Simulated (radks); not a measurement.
Charge is removed step by step from the 4p (averaged over the sub-levels emptied) level of Zr+, starting from [Kr] 4d2 5s1. Calculated with a radial shooting solver on a logarithmic mesh with Libxc functionals: Dirac Kohn-Sham, LDA (Slater exchange, Perdew-Wang correlation), spin-unpolarised, spherical densities, finite nucleus; open shells are shared between the two j in proportion to 2j + 1; Fermi nuclear charge, rms radius 4.2694 fm.

| removed (e) | E - E(0) (eV) | eigenvalue (eV) | E minus straight line (eV) |
|---|---|---|---|
| 0 | 0.000 | -39.270 | 0.000 |
| 0.125 | 5.004 | -40.795 | -0.699 |
| 0.25 | 10.200 | -42.352 | -1.205 |
| 0.375 | 15.593 | -43.938 | -1.515 |
| 0.5 | 21.186 | -45.551 | -1.625 |
| 0.625 | 26.982 | -47.191 | -1.531 |
| 0.75 | 32.984 | -48.854 | -1.231 |
| 0.875 | 39.196 | -50.541 | -0.722 |
| 1 | 45.620 | -52.249 | 0.000 |

Removing the whole electron costs 45.620 eV by Delta-SCF, against 39.270 eV from minus the eigenvalue at the starting occupation. Slater's transition state (half an electron removed) gives 45.551 eV. Integrating minus the eigenvalue over the occupation (Janak's theorem) gives 45.620 eV. The mean slope of the eigenvalue, de/dn, is 13.0 eV per electron.
